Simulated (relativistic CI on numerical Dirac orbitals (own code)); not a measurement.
**Ru⁶⁺: L2,3 absorption edge**

Computed with this model: Dirac-Coulomb-Breit CI, orbitals from a KLI potential per configuration, QED by a radiative potential, valence Slater integrals scaled by 0.9, multiplet model of core-to-valence dipole absorption; configurations [Kr] 4d2 → [He] 2s2 2p5 3s2 3p6 3d10 4s2 4p6 4d3; 80 K; Lorentzian 1.6 eV and Gaussian 0.5 eV FWHM. Energies are those of the free ion, without screening or charge transfer. The branching ratio is the share of the lower-energy edge in the whole absorption, uncertain by about 0.02 where the edges overlap. S is read from ⟨S²⟩ = S(S + 1).

Field parameters in Wybourne normalisation: Td as Oh with Dq negative (B⁴₀ = 21Dq, B⁴₄ = √(5/14) B⁴₀). The field is a parameter set, without covalency.

Case free ion, the dichroism is that of the ground state at zero temperature, magnetised by exchange field 10 meV on Sz. The dichroism I(Δm = −1) − I(Δm = +1), over the sum of the three polarisations, integrates to 0.0513 on the lower edge and 0.1091 on the upper edge. The branching ratio is 0.779.

Question: Use the orbital sum rule with 8 holes to get ⟨Lz⟩.

Answer: For a p → d edge ⟨Lz⟩ = 2 × n_h × (sum of both integrals) in this sign convention = 2.57; the ground state itself has ⟨Lz⟩ = 2.67 and ⟨Sz⟩ = -0.67. The rule assumes one radial integral for both edges, which relativistic orbitals only approach.
